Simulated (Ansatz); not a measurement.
Gas-phase electronic energies from Ansatz, PBE0-D4/def2-TZVP geometries. CBS: MP2 limit from def2 TZ/QZ plus the TZ coupled-cluster correction, frozen cores. Functionals use def2-TZVPP. B3LYP here is the variant with VWN-RPA as its local correlation; programs differ in this. HSE06 is defined as in plane-wave codes. For Br outer-core shells are correlated without core-valence functions, which leaves a few kJ/mol of doubt a bond. Scalar relativity is left out up to krypton.

Reaction (redistribution): `[Cl][Al]([Br])[Br]` + `F[SiH2][SiH3]` → `[F][Al]([Cl])[Br]` + `[SiH3][SiH2]Br`

| level | ΔE (kcal/mol) | difference from CCSD(T)/CBS |
| --- | --- | --- |
| B3LYP-D4 | 1.8 | 0.2 |
| PBE-QIDH | 1.8 | 0.2 |
| B3LYP | 1.9 | 0.3 |
| HSE06 | 1.6 | 0.0 |
| BHLYP | 2.7 | 1.1 |
| HF/def2-SVP | 2.3 | 0.7 |
| SCS-MP2/def2-TZVPP | 2.0 | 0.4 |
| CCSD/def2-TZVPP | 2.0 | 0.4 |
| MP2/def2-QZVPP | 1.4 | -0.2 |
| HF/CBS(def2) | 3.7 | 2.1 |
| CCSD(T)/CBS | 1.6 | 0 |

Largest T1 diagnostic among the species: 0.012.

At CCSD(T), def2-SVP lies −1.3 kcal/mol from the extrapolated value and def2-TZVPP +0.2 kcal/mol. Leaving LDA and LC-ωPBE aside and taking each functional with its dispersion term where it has one, the values, not all of them listed here, spread over 1.9 kcal/mol, from revPBE-D4 to BHLYP-D4.
